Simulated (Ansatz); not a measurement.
```yaml
atoms:
  - { symbol: Ni, position_ang: [0.0000, 0.0000, 0.0000] }
  - { symbol: N, position_ang: [1.9300, 0.0000, 0.0000] }
  - { symbol: H, position_ang: [2.3000, -0.9315, 0.1863] }
  - { symbol: H, position_ang: [2.3000, 0.3044, -0.8999] }
  - { symbol: H, position_ang: [2.3000, 0.6271, 0.7136] }
  - { symbol: N, position_ang: [-1.9300, 0.0000, 0.0000] }
  - { symbol: H, position_ang: [-2.3000, 0.9315, -0.1863] }
  - { symbol: H, position_ang: [-2.3000, -0.6271, -0.7136] }
  - { symbol: H, position_ang: [-2.3000, -0.3044, 0.8999] }
  - { symbol: N, position_ang: [0.0000, 1.9300, 0.0000] }
  - { symbol: H, position_ang: [0.9074, 2.3000, -0.2813] }
  - { symbol: H, position_ang: [-0.6973, 2.3000, -0.6452] }
  - { symbol: H, position_ang: [-0.2101, 2.3000, 0.9265] }
  - { symbol: N, position_ang: [0.0000, -1.9300, 0.0000] }
  - { symbol: H, position_ang: [-0.9074, -2.3000, 0.2813] }
  - { symbol: H, position_ang: [0.2101, -2.3000, -0.9265] }
  - { symbol: H, position_ang: [0.6973, -2.3000, 0.6452] }
```

Basis set: def2-SVP on H, N; pcseg-2 on Ni. Charge 2. Computed with Ansatz (development build ahead of 0.2.0); the lowest solution found for each multiplicity.

(1) How do the multiplicities compare at this shape? Give, from the lowest of each method, PBE0 (unrestricted) for 1, 3; PBE0 (restricted) for 1, 3; HF (restricted) for 1, 3; HF (unrestricted) for 1, 3.

Answers

(1)

| method | multiplicity | E (eV) | <S²> |
| --- | --- | --- | --- |
| PBE0, unrestricted | 1 | 0.000 | 0.07 |
| PBE0, unrestricted | 3 | 0.932 | 2.00 |
| PBE0, restricted | 1 | 0.000 | 0.00 |
| PBE0, restricted | 3 | 1.002 | 2.00 |
| HF, restricted | 1 | 0.676 | 0.00 |
| HF, restricted | 3 | 0.000 | 2.00 |
| HF, unrestricted | 1 | 0.460 | 0.69 |
| HF, unrestricted | 3 | 0.000 | 2.01 |

Caution for HF, restricted: an unrestricted determinant lies well below. Caution for HF, unrestricted: the unrestricted determinant is spin contaminated.
